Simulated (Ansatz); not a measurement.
```xyz
14

O     0.6063    2.2962    1.6576
Si    0.2264    1.4028    0.3371
O    -1.3738    1.0206    0.2717
C     1.1958   -0.1597    0.5365
C     0.8262   -1.3576    0.0698
Si   -0.6977   -1.7898   -0.9335
H     0.2238    3.1703    1.7403
H     0.5526    2.1615   -0.9040
H    -1.8823    1.3815   -0.4552
H     2.1316   -0.0899    1.0925
H     1.4866   -2.2028    0.2738
H    -1.0202   -0.7471   -1.9431
H    -0.3906   -3.0488   -1.6667
H    -1.8849   -2.0373   -0.0767
```

The species carries charge 0 and has multiplicity 1.

**Question.** List the PBE/def2-TZVPP orbital energies in eV (Ansatz). (Estimate.)

**Answer.** Computed: Occupied: -1780.22, -1779.34, -510.40, -510.32, -269.17, -268.95, -137.83, -137.10, -94.60, -94.58, -94.53, -93.83, -93.83, -93.82, -25.37, -24.90, -18.93, -14.89, -13.81, -12.84, -12.36, -11.16, -10.84, -9.39, -8.81, -8.61, -8.45, -8.15, -7.67, -7.62, -6.95, -6.81. Lowest empty: -2.06, -0.21, -0.11, 0.42, 0.66, 1.09, 1.29, 1.68.
